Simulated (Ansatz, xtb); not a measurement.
System: CF2, charge -1, multiplicity 2. 
Structure (B3LYP-D3(BJ)/def2-TZVP (Ansatz, a quantum-chemistry and plane-wave program) minimum search):
```
C
F 1 1.4505
F 1 1.4505 2 100.17
```
Charge -1, spin multiplicity 2.

Harmonic wavenumbers from GFN2-xTB (xtb, at its own minimum), cm⁻¹: 409, 654, 887.

Q: Give the harmonic wavenumbers at B3LYP-D3(BJ)/def2-TZVP (Ansatz, finite differences of forces, unscaled).

A: 476, 683, 885 cm⁻¹. Zero-point energy 2.9 kcal/mol.

Q: From these and the geometry, give the ideal-gas thermochemistry at 298.15 K and 1 atm (rigid rotor, harmonic oscillator).

A: Point group C2v, rotational symmetry number 2. Rotational constants 63.93, 10.75, 9.199 GHz. S(trans) 37.65, S(rot) 20.08, S(vib) 1.20, S(elec, spin only) 1.38, S 60.3 cal/(mol K). H(298) - H(0) 2.63 kcal/mol; G - E(el) -12.4 kcal/mol.
